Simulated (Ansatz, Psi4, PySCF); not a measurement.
C$_{4}$H$_{12}$Ge (SMILES [CH3][Ge]([CH3])([CH3])[CH3]), singlet, at a GFN2-xTB geometry. Base run: R2SCAN/def2-SVP (PySCF).

PySCF was given this input:
```python
from pyscf import gto, scf, dft

mol = gto.Mole()
mol.atom = '''
    C    -0.23947062   -1.06595218   -1.65989926
    Ge    0.00000000    0.00000000   -0.00000000
    C    -0.06719706    1.93648478   -0.44088209
    C    -1.45232338   -0.43786460    1.28370447
    C     1.75899106   -0.43266800    0.81707688
    H    -1.19574845   -0.84621800   -2.12542525
    H    -0.20636169   -2.12977053   -1.44389199
    H     0.54406792   -0.84340260   -2.37823336
    H     0.06161749    2.54065356    0.45234337
    H    -1.02110312    2.19755474   -0.88962537
    H     0.71871324    2.20037014   -1.14243348
    H    -2.42529904   -0.20948328    0.85870428
    H    -1.43591229   -1.49303582    1.54023754
    H    -1.34257843    0.13361553    2.20067303
    H     1.81961363   -1.48776767    1.06718570
    H     2.57004324   -0.20139974    0.13284433
    H     1.91294749    0.13888367    1.72762118
'''
mol.basis = 'def2-svp'
mol.verbose = 4
mol.build()

mf = dft.RKS(mol)
mf.xc = 'r2scan'
mf.kernel()
```

The same geometry, method and basis name were run in Ansatz (a quantum-chemistry and plane-wave program) and Psi4 and PySCF, at each program's defaults and at the settings that a row names. The base is PySCF at its defaults. Differences at the defaults can come from grids, fitting, cores and function types together.

| code and settings | ΔE vs base (µEh) | basis functions | E (Eh) | SCF cycles |
|---|---|---|---|---|
| PySCF, defaults (exact integrals, its default grid, spherical functions) | 0.0 | 148 | -2236.18510 | 9 |
| Psi4, defaults (density fitting with its default set, its default grid, spherical functions) | -405 | 148 | -2236.18550 | 8 |
| Ansatz, defaults (factorised integrals, its default grid, spherical functions) | 6.3 | 148 | -2236.18509 | - |
| PySCF, density fitting with def2-universal-jkfit | -134 | 148 | -2236.18523 | 9 |
| PySCF, fine grid | -26.3 | 148 | -2236.18512 | 9 |
| Psi4, exact integrals, spherical functions, fine grid | 202 | 148 | -2236.18489 | 10 |
| Ansatz, high accuracy | 11.7 | 148 | -2236.18508 | - |
